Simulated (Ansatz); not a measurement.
C2H4SSi (`[SiH3]C#CS`). Charge 0, multiplicity 1.

Cartesian coordinates in Å:
```
Si -0.8716 0.9936 -0.9582
C 0.2242 -0.0867 0.0070
C 0.9427 -0.8114 0.6637
S 2.0343 -1.7845 1.4806
H -0.2986 2.3607 -1.0319
H -1.0328 0.4566 -2.3325
H -2.1953 1.0466 -0.2892
H 1.1973 -2.1749 2.4606
```

(1) What are the harmonic wavenumbers in cm⁻¹ at PBE0-D4/def2-TZVP (Ansatz, finite differences of forces, unscaled)? (Best estimate.)

(2) Is this a minimum?

(3) Give the ideal-gas thermochemistry at 298.15 K and 1 bar (rigid rotor, harmonic oscillator; point group Cs, symmetry number 1).

(4) And at 400, 500, 600, 800 and 1000 K?

(5) Rotational constants (cm⁻¹)?

Results:

(1) Ansatz gave: 22, 120, 127, 352, 400, 443, 676, 680, 908, 926, 937, 947, 978, 2222, 2238, 2240, 2241, 2674.

(2) Yes, all 18 modes are real.

(3) Zero-point energy 114.4 kJ/mol; H(298) − E = 134.0 kJ/mol; entropy 340.9 J/(mol·K), of which translation 164.7, rotation 106.3, vibration 69.9; G(298) − E = 32.4 kJ/mol. Modes under 100 cm⁻¹ are hindered rotations or soft bends, so the harmonic entropy is rough.

(4) 
```csv
T (K),H − E (kJ/mol),S (J/mol/K),G − E (kJ/mol)
400,144.3,370.3,-3.9
500,155.6,395.5,-42.2
600,167.9,417.9,-82.9
800,194.8,456.6,-170.4
1000,224.2,489.3,-265.1
```

(5) 2.2, 0.04491, 0.0447.
